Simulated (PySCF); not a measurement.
C3H6BNO, SMILES O1B(CN=C1)C.

Geometry: ωB97X-D3(BJ)/def2-SVP. The structure was generated by enumeration, and PubChem lists no compound with its InChIKey, so it may never have been made. Other conformers were not sampled.

The numbers are results of TDDFT-PBE/def2-SVPD run with PySCF, not measurements.

Vertical excitations. Isolated molecule, no solvent.

| state | energy (eV) | λ (nm) | f | main pairs |
|---|---|---|---|---|
| S1 | 4.88 | 254 | 0.004 | HOMO→LUMO 98 % |
| S2 | 5.94 | 209 | 0.001 | HOMO→LUMO+2 63 %, HOMO→LUMO+1 35 % |
| S3 | 5.99 | 207 | 0.006 | HOMO→LUMO+1 59 %, HOMO→LUMO+2 32 % |
| S4 | 6.01 | 206 | 0.060 | HOMO−1→LUMO 81 % |
| S5 | 6.45 | 192 | 0.000 | HOMO−2→LUMO 98 % |
| S6 | 6.67 | 186 | 0.001 | HOMO−1→LUMO+2 98 % |
| S7 | 7.07 | 175 | 0.024 | HOMO→LUMO+3 99 % |
| S8 | 7.37 | 168 | 0.001 | HOMO→LUMO+4 92 % |
| S9 | 7.42 | 167 | 0.032 | HOMO−1→LUMO+1 62 %, HOMO−4→LUMO 10 % |
| S10 | 7.54 | 164 | 0.003 | HOMO−2→LUMO+1 96 % |
| T1 | 4.44 | 279 | 0 | HOMO→LUMO 98 % |
| T2 | 4.79 | 259 | 0 | HOMO−1→LUMO 90 % |
| T3 | 5.48 | 226 | 0 | HOMO→LUMO+1 95 % |
| T4 | 5.88 | 211 | 0 | HOMO−1→LUMO+1 66 %, HOMO→LUMO+2 25 % |
Triplets are in the Tamm–Dancoff approximation, which puts them higher than full response would, so one can lie above its singlet here.
